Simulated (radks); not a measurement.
The numbers below are computed, except where a source is named.
Q: The copper ion Cu5+, 24 electrons, occupied as [Ar] 3d6. Level of theory: scalar-relativistic Kohn-Sham, PBE, spin-polarised, spherical densities, point nucleus; open shells are filled with parallel spins first (a radial shooting solver on a logarithmic mesh with Libxc functionals). Some entries of the table are withheld. Estimate them.

orbital  occ.  eigenvalue (Ry)  <r^2> (bohr^2)  <1/r> (bohr^-1)
1s down     1        -657.7555        0.003657            29.16
1s up       1        -657.7551        0.003657            29.16
2s up       1        -85.56356         0.06536            6.323
2s down     1        -85.33948         0.06512            6.334
2p up       3        -74.82968             (1)            6.204
2p down     3        -74.66150             (2)            6.214
3s up       1        -15.54127             (3)              (4)
3s down     1        -15.12068             (5)              (6)
3p up       3        -12.34558          0.5926            1.928
3p down     3        -11.93140          0.6015            1.913
3d up       5         -7.17685          0.7039            1.666
3d down     1         -6.76415          0.7371            1.641

A: 
(1) 2p up <r^2> (bohr^2): 0.05239
(2) 2p down <r^2> (bohr^2): 0.05214
(3) 3s up <r^2> (bohr^2): 0.5476
(4) 3s up <1/r> (bohr^-1): 2.059
(5) 3s down <r^2> (bohr^2): 0.5530
(6) 3s down <1/r> (bohr^-1): 2.047
